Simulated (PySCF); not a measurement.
Exercise with solution: entropy of an ideal gas

TeFI, SMILES F[Te]I.

Geometry: B3LYP-D3(BJ)/def2-TZVP. The def2 effective core potentials stand for the cores of I, Te; spin–orbit coupling is left out.

B3LYP-D3(BJ)/def2-TZVP (PySCF) gives the harmonic wavenumbers 132, 210, 594 cm⁻¹ and the rotational temperatures 0.4208, 0.0471, 0.0424 K. The molar mass is 273.50 g/mol, the symmetry number 1, the spin multiplicity 1.

Q: Work out the entropy at 298.15 K and 1 atm in the rigid-rotor, harmonic-oscillator model.

A: 
Translation (Sackur–Tetrode at 1 atm): S = R[1.5 ln M + 2.5 ln T − 1.16487] = 178.7 J/(mol K).
Rotation: q = (√π/σ) T^1.5/√(θA θB θC) = 315000, S = R[ln q + 3/2] = 117.7 J/(mol K).
Vibration: with u = 1.4388 ν/T, each mode gives R[u/(e^u − 1) − ln(1 − e^−u)]:
```json
[
 {"ν (cm⁻¹)": "132", "modes": "1", "u": "0.64", "S (J/(mol K))": "12.20"},
 {"ν (cm⁻¹)": "210", "modes": "1", "u": "1.01", "S (J/(mol K))": "8.55"},
 {"ν (cm⁻¹)": "594", "modes": "1", "u": "2.87", "S (J/(mol K))": "1.93"}
]
```
These are all the modes. Sum 22.7 J/(mol K).
Spin: R ln 1 = 0.0 J/(mol K).
Total 319.1 J/(mol K); the program's own thermochemistry gives 319.2. Translation makes up 56 % and vibration 7 %. Anharmonicity, hindered rotation and orbital degeneracy are left out.
